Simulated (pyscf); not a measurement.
**H₃C–Zn–NH• (SMILES [CH3][Zn][NH]), doublet**

Gas-phase minimum from PySCF at ωB97X-D3(BJ)/def2-SVP, one conformer. H₃C–Zn–NH• lies 13.2 kcal/mol over its isomer [H₃C–NH–Zn]• (electronic energy, ωB97M-D3(BJ)/def2-TZVP). 

```
Zn
N 1 1.8645
H 2 1.0329 1 112.62
C 1 1.9365 2 174.88 3 179.80
H 4 1.1026 1 111.70 2 -168.78
H 4 1.1028 5 107.52 1 -122.29
H 4 1.1028 5 107.50 6 -115.37
```
Charge 0, spin multiplicity 2.

Properties at ωB97X-D3(BJ)/def2-SVP:

```yaml
harmonic_wavenumbers_unscaled: 15, 142, 143, 534, 624, 669, 680, 712, 1228, 1443, 1444, 3061, 3159, 3161, 3450 cm⁻¹
zero_point_energy: 29.3 kcal/mol
rotational_symmetry_number: 1
Entropy of this conformer at 298 K and 1 atm, rigid rotor and harmonic oscillator, modes under 100 cm⁻¹ raised to 100: 311.4 J/(mol K)
dipole_moment: 1.78 D
Spin expectation value S2: 0.753
```

Single-point totals, which compare only within one level:

```csv
level,total energy (hartree)
ωB97X-D3(BJ)/def2-TZVP,-1874.62845
PBE/def2-TZVP,-1874.23534
r²SCAN/def2-TZVP,-1874.55875
B3LYP-D3(BJ)/def2-TZVP,-1874.68993
PBE0-D3(BJ)/def2-TZVP,-1874.26444
M06-2X/def2-TZVP,-1874.54797
ωB97M-D3(BJ)/def2-TZVP,-1874.67751
```

The lowest mode is so soft that the shape along it may change with the basis. Soft torsions are taken as harmonic, which can shift the entropy by several J/(mol K). Elements up to Kr have no core potential and no relativistic terms here.
